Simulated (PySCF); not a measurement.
Radial density of P⁺ (phosphorus, charge +1)

LC-wPBE, [Ne] 3s2 3p1 3d1, one real determinant (an excited configuration). Computed with PySCF 2.14 in aug-cc-pCVTZ-DK (8s7p5d3f, 75 functions), with the spin-free X2C one-electron Hamiltonian (Gaussian nucleus).

```json
{"r (bohr)": "0.00136", "4πr²ρ (e/bohr)": "0.05992", "4πr²(ρα − ρβ)": "0.0000"}
{"r (bohr)": "0.00229", "4πr²ρ (e/bohr)": "0.1569", "4πr²(ρα − ρβ)": "0.0000"}
{"r (bohr)": "0.00386", "4πr²ρ (e/bohr)": "0.4071", "4πr²(ρα − ρβ)": "-0.0001"}
{"r (bohr)": "0.00649", "4πr²ρ (e/bohr)": "1.030", "4πr²(ρα − ρβ)": "-0.0001"}
{"r (bohr)": "0.0109", "4πr²ρ (e/bohr)": "2.487", "4πr²(ρα − ρβ)": "-0.0003"}
{"r (bohr)": "0.0184", "4πr²ρ (e/bohr)": "5.520", "4πr²(ρα − ρβ)": "-0.0006"}
{"r (bohr)": "0.0309", "4πr²ρ (e/bohr)": "10.60", "4πr²(ρα − ρβ)": "-0.0007"}
{"r (bohr)": "0.0519", "4πr²ρ (e/bohr)": "15.96", "4πr²(ρα − ρβ)": "0.0017"}
{"r (bohr)": "0.0873", "4πr²ρ (e/bohr)": "16.37", "4πr²(ρα − ρβ)": "0.0154"}
{"r (bohr)": "0.147", "4πr²ρ (e/bohr)": "11.51", "4πr²(ρα − ρβ)": "0.0570"}
{"r (bohr)": "0.247", "4πr²ρ (e/bohr)": "12.81", "4πr²(ρα − ρβ)": "0.1125"}
{"r (bohr)": "0.416", "4πr²ρ (e/bohr)": "15.57", "4πr²(ρα − ρβ)": "0.0754"}
{"r (bohr)": "0.699", "4πr²ρ (e/bohr)": "6.767", "4πr²(ρα − ρβ)": "0.0303"}
{"r (bohr)": "1.18", "4πr²ρ (e/bohr)": "2.114", "4πr²(ρα − ρβ)": "0.4434"}
{"r (bohr)": "1.98", "4πr²ρ (e/bohr)": "1.855", "4πr²(ρα − ρβ)": "0.8104"}
{"r (bohr)": "3.33", "4πr²ρ (e/bohr)": "0.4862", "4πr²(ρα − ρβ)": "0.3754"}
{"r (bohr)": "5.60", "4πr²ρ (e/bohr)": "0.07058", "4πr²(ρα − ρβ)": "0.0698"}
{"r (bohr)": "9.41", "4πr²ρ (e/bohr)": "0.0001910", "4πr²(ρα − ρβ)": "0.0002"}
```

Densities and radii are taken from the X2C orbitals without a picture-change correction, which distorts them close to the nucleus.

⟨L²⟩ = 8.01 against 12 for a pure F term, so this real determinant mixes terms. The outer electron is Rydberg-like, and this basis confines it to a smaller radius and binds it less than a complete one would.
